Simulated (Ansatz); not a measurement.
Geometry optimisation, UKS B3LYP-D4/6-31G* (Ansatz).

input.yaml

```yaml
crystal:
  periodic: [false, false, false]
  atoms:
    - { symbol: B, position_ang: [-0.598472, -0.470791, -1.022956] }
    - { symbol: F, position_ang: [-0.144736, 0.665569, -1.618646] }
    - { symbol: Cl, position_ang: [0.354263, -1.936708, -1.1652] }
    - { symbol: Cl, position_ang: [-2.212235, -0.476897, -0.33544] }
    - { symbol: H, position_ang: [0.7633, 1.173558, 0.301927] }
    - { symbol: "N", position_ang: [0.776768, 0.68725, 1.194194] }
    - { symbol: H, position_ang: [-0.166695, 0.574181, 1.549029] }
    - { symbol: H, position_ang: [1.227806, -0.216062, 1.097191] }
magnetization:
  spin_polarized: true
basis:
  gaussian: { orbitals: "6-31G*" }
hamiltonian:
  xc: b3lyp
  dispersion: d4
relax:
  f_tol: 0.03
  max_steps: 50
```

Run as:

```bash
$ ansatz run input.yaml --threads 2 --pin off --max-ram 3072MiB --backend cpu --events-out ev --progress --plain --runs-dir out
```

**Question.** Where does it end, and by what steps?

**Answer.** It converged. After 10 steps the energy has fallen by 0.061 eV; H5 moved furthest, 0.19 Å.

```json
{"step": "0", "energy less start (eV)": "0.0000", "largest force component (eV/Å)": "1.245", "accepted": "yes"}
{"step": "1", "energy less start (eV)": "-0.0409", "largest force component (eV/Å)": "0.776", "accepted": "yes"}
{"step": "2", "energy less start (eV)": "0.2080", "largest force component (eV/Å)": "2.097", "accepted": "no"}
{"step": "3", "energy less start (eV)": "-0.0118", "largest force component (eV/Å)": "0.996", "accepted": "no"}
{"step": "4", "energy less start (eV)": "-0.0485", "largest force component (eV/Å)": "0.573", "accepted": "yes"}
{"step": "5", "energy less start (eV)": "-0.0529", "largest force component (eV/Å)": "0.510", "accepted": "yes"}
{"step": "6", "energy less start (eV)": "-0.0579", "largest force component (eV/Å)": "0.344", "accepted": "yes"}
{"step": "7", "energy less start (eV)": "-0.0596", "largest force component (eV/Å)": "0.167", "accepted": "yes"}
{"step": "8", "energy less start (eV)": "-0.0603", "largest force component (eV/Å)": "0.068", "accepted": "yes"}
{"step": "9", "energy less start (eV)": "-0.0606", "largest force component (eV/Å)": "0.064", "accepted": "yes"}
{"step": "10", "energy less start (eV)": "-0.0609", "largest force component (eV/Å)": "0.007", "accepted": "yes"}
```

```xyz
8
Properties=species:S:1:pos:R:3
B -0.654 -0.505 -1.135
F -0.222 0.591 -1.723
Cl 0.322 -1.963 -1.210
Cl -2.241 -0.507 -0.382
H 0.857 1.257 0.441
N 0.834 0.724 1.306
H -0.137 0.593 1.575
H 1.242 -0.190 1.128
```

Whether the end is a true minimum wasn't checked by a vibrational analysis.

Time of the run: 22 s on 2 threads of Intel(R) Xeon(R) 6975P-C (Granite Rapids), on a shared host, peak memory 0.28 GiB.
